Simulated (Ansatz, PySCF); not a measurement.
Conformers of C2H5FSi (SMILES C=C[SiH2]F), B3LYP-D3(BJ)/def2-TZVP minima from an xTB search, which can miss the lowest.
Conformer 1 (charge 0, multiplicity 1):
```xyz
9

C      1.51304    -0.28169    -0.12553
C      0.47017     0.26174     0.50127
Si    -1.26402     0.05455    -0.10889
F     -1.89970     1.48698    -0.47580
H      1.39467    -0.85306    -1.04052
H      2.52864    -0.18341     0.24311
H      0.65346     0.82440     1.41377
H     -2.14033    -0.53556     0.92613
H     -1.25593    -0.77396    -1.33354
```

Correlated levels freeze the cores. CBS: X⁻³ extrapolation of the correlation energy, Hartree–Fock from the larger set. MP2 and its Hartree–Fock in cc-pV(Q+d)Z are density fitted. Rows in 6-31G* carry no dispersion term and start afresh at each structure (6-31G* with six Cartesian d functions).

Run with Ansatz (Gaussian basis) for Hartree–Fock, density functionals and correlated methods; PySCF for 6-31G* rows. Values without a source in brackets are computed.

Electronic energies of 2 conformers above conformer 1 (kcal/mol):

```tsv
level	conformer 1	conformer 2
PBE/def2-TZVPP	0.00	0.25
B3LYP/6-31G*	0.00	0.61
wB97M-V/def2-TZVPP	0.00	0.29
MP2/CBS(cc-pV(T+d)Z, cc-pV(Q+d)Z) + ΔCCSD(T)/cc-pV(T+d)Z	0.00	0.34
```

Q: Give Boltzmann populations at 298.15 K for each level, counting each conformer once and leaving out zero-point, thermal and symmetry terms.

A: 
Weights exp(−E/RT) with RT = 0.5925 kcal/mol, divided by their sum:
- PBE/def2-TZVPP: 60 %, 40 %
- B3LYP/6-31G*: 74 %, 26 %
- wB97M-V/def2-TZVPP: 62 %, 38 %
- MP2/CBS(cc-pV(T+d)Z, cc-pV(Q+d)Z) + ΔCCSD(T)/cc-pV(T+d)Z: 64 %, 36 %
The share of conformer 1 runs from 60 to 74 % over these levels.

Ansatz is a quantum-chemistry and plane-wave program.
